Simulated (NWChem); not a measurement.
Molecule: thionyl fluoride (SOF2); SMILES O=S(F)F

Results from NWChem. Pople sets run with spherical d functions. The geometry was optimised at PBE0/def2-SVP. Core excitations by TDA in a window of 1s orbitals, non-relativistic and unshifted: absolute energies depend strongly on the exact-exchange share.

Q: Estimate the computed values for O K edge, BHandHLYP/6-311G**. Quantities: first 1s excitation (eV); dipole oscillator strength of the first; first state with f > 0.002 (eV); dipole oscillator strength of that state.

A: 
```yaml
first 1s excitation (eV): 530.6
dipole_oscillator_strength_of_the_first: 0.0333
first state with f > 0.002 (eV): 530.6
dipole_oscillator_strength_of_that_state: 0.0333
```
